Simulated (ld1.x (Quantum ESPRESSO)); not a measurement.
## As (Z = 33): variants of one ultrasoft potential

Base potential:

arsenic (As), ultrasoft, made with ld1.x (Quantum ESPRESSO) 7.5 (PBE, scalar-relativistic). Core [Ar], reference 3d10 4s2 4p2.5 (charge +0.5). Waves: 4s (bound): rcut 1.55, rcutus 1.90 bohr; 4s channel at 2.3 Ry: rcut 1.55, rcutus 1.90 bohr; 4p (bound): rcut 1.60, rcutus 1.80 bohr; 4p channel at 4.45 Ry: rcut 1.60, rcutus 1.80 bohr; 3d (bound): rcut 0.75, rcutus 1.05 bohr; 3d channel at -2.7 Ry: rcut 0.75, rcutus 1.05 bohr. Local part: all-electron potential smoothed inside 0.80 bohr (lloc = -2). Core correction: Bessel-smoothed model core, default radius (core density twice the valence density). Augmentation charge: PSQ, inside the norm-conserving radii.

All-electron outer shells of the reference configuration (PBE, scalar-relativistic, ld1.x):

```json
{"shell": "3p", "level (eV)": "-138.31", "outermost node (bohr)": "0.22", "outermost maximum (bohr)": "0.52"}
{"shell": "3d", "level (eV)": "-45.27", "outermost node (bohr)": "–", "outermost maximum (bohr)": "0.47"}
{"shell": "4s", "level (eV)": "-18.74", "outermost node (bohr)": "0.73", "outermost maximum (bohr)": "1.61"}
{"shell": "4p", "level (eV)": "-9.09", "outermost node (bohr)": "0.78", "outermost maximum (bohr)": "1.95"}
```

Cutoffs, loose and tight: the cutoffs (Ry, on a coarse ladder) from which the occupation-weighted sum of valence levels, in a spherical-Bessel basis at the reference potential, stays within 10 and 1 mRy of its value at 400 Ry. They do not see the model core or the augmentation charge, which bear on the density cutoff. Test errors are all-electron minus pseudo excitation energies from the reference, over the configurations 3d10 4s2 4p3; 3d10 4s2 4p2; 3d10 4s2 4p1; 3d10 4s0 4p5; 3d10 4s1 4p4; 3d10 4s1 4p0; 3d10 4s2 4p0. A dash means not determined; rows that change the core or the reference have their own tests. The largest error is taken over the tests solved by every variant that gives reliable tests at all: 3d10 4s0 4p5; 3d10 4s1 4p4; 3d10 4s2 4p1; 3d10 4s2 4p2; 3d10 4s2 4p3.

A true bound ghost makes a file unfit for plane-wave use even where its test errors are small: the radial tests pick states by their node count and pass the ghost by. Where a test does run into it, the solver fails or the error is huge.

| change | outcome | cutoff, loose | cutoff, tight | bound ghosts | largest test error (meV) |
| --- | --- | --- | --- | --- | --- |
| base | generated | 140 Ry | 230 Ry | s | -7.5 |
| all radii but the core radius scaled by about 0.81 (s 1.54, p 1.46, d 0.86 bohr, rcut 1.26/1.30/0.60); local potential all-electron potential smoothed inside 0.66 bohr (lloc = -2) | generated | 230 Ry | over 300 Ry | s, p | -4.7 |
| all radii but the core radius scaled by about 1.10 (s 2.08, p 1.98, d 1.16 bohr, rcut 1.70/1.76/0.82); local potential all-electron potential smoothed inside 0.88 bohr (lloc = -2) | generated | 110 Ry | 180 Ry | s | +9.6 |
| all radii but the core radius scaled by about 1.21 (s 2.30, p 2.18, d 1.28 bohr, rcut 1.88/1.94/0.90); local potential all-electron potential smoothed inside 0.96 bohr (lloc = -2) | generated | 90 Ry | 140 Ry | none | -7.0 |
| all radii but the core radius scaled by about 1.35 (s 2.56, p 2.42, d 1.42 bohr, rcut 2.08/2.16/1.00); local potential all-electron potential smoothed inside 1.08 bohr (lloc = -2) | generated | 55 Ry | 100 Ry | none | -11 |

Question: What comes out with this change to the base: all radii but the core radius scaled by about 1.04 (s 1.98, p 1.88, d 1.10 bohr, rcut 1.62/1.66/0.78); local potential all-electron potential smoothed inside 0.84 bohr (lloc = -2)?

Answer: outcome: generated; cutoff, loose: 140 Ry; cutoff, tight: 200 Ry; bound ghosts: s; largest test error (meV): -8.6.

Question: What comes out with this change to the base: all radii but the core radius scaled by about 0.88 (s 1.68, p 1.60, d 0.92 bohr, rcut 1.36/1.42/0.66); local potential all-electron potential smoothed inside 0.70 bohr (lloc = -2)?

Answer: outcome: generated; cutoff, loose: 180 Ry; cutoff, tight: 300 Ry; bound ghosts: s; largest test error (meV): -3.9.

Reading the sweep of the scale of all radii but the core radius (base = 1) (base included, trends over the rows without a ghost): Bound ghosts are found at 0.81, 0.88, 1, 1.04, 1.1.
